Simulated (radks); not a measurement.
Problem. Isoelectronic series with 8 electrons, all held in the configuration [He] 2s2 2p4, which need not be the ground one along the series. Calculated with a radial shooting solver on a logarithmic mesh with Libxc functionals: scalar-relativistic Kohn-Sham, r2SCAN, spin-polarised, spherical densities, finite nucleus; open shells are filled with parallel spins first (spin-orbit coupling, left out, can overturn this in heavy ions); meta-GGA in the generalised Kohn-Sham scheme; Fermi nuclear charge, rms radius of each element as measured or else 0.836 A^(1/3) + 0.57 fm. Total energies (hartree) and orbital eigenvalues (Ry):

ion    E (hartree)    2p down      2p up    2s down      2s up
O        -75.09032   -0.49867   -0.80516   -1.67167   -1.98316
Ne2+    -126.73483   -3.79417   -4.27462   -5.64359   -6.07866
Mg4+    -192.51066   -9.16444   -9.81662  -11.70005  -12.26163
Si6+    -272.43252  -16.56539  -17.38871  -19.79992  -20.48727
Ar10+   -474.89043  -37.42841  -38.59381  -42.11948  -43.05720
Ca12+   -597.54607  -50.89068  -52.22726  -56.35264  -57.41556
Ti14+   -734.58310  -66.37780  -67.88575  -72.64972  -73.83812
Cr16+   -886.08667  -83.89490  -85.57444  -91.02518  -92.33949
Fe18+  -1052.15156  -103.4482  -105.2996  -111.4957  -112.9365
Ni20+  -1232.88289  -125.0448  -127.0683  -134.0801  -135.6480
Zn22+  -1428.39530  -148.6927  -150.8886  -158.7995  -160.4952
Ge24+  -1638.81479  -174.4009  -176.7696  -185.6768  -187.5012
Se26+  -1864.27868  -202.1789  -204.7207  -214.7378  -216.6918
Kr28+  -2104.93499  -232.0373  -234.7526  -246.0100  -248.0947
Sr30+  -2360.94393  -263.9874  -266.8766  -279.5239  -281.7403
Zr32+  -2632.47783  -298.0411  -301.1046  -315.3122  -317.6615
Mo34+  -2919.72018  -334.2114  -337.4497  -353.4102  -355.8936
Ru36+  -3222.87343  -372.5119  -375.9255  -393.8565  -396.4755

Estimate the row of S8+.

Solution. E (hartree) -366.54100; 2p down -25.98726; 2p up -26.98159; 2s down -29.93824; 2s up -30.75086.
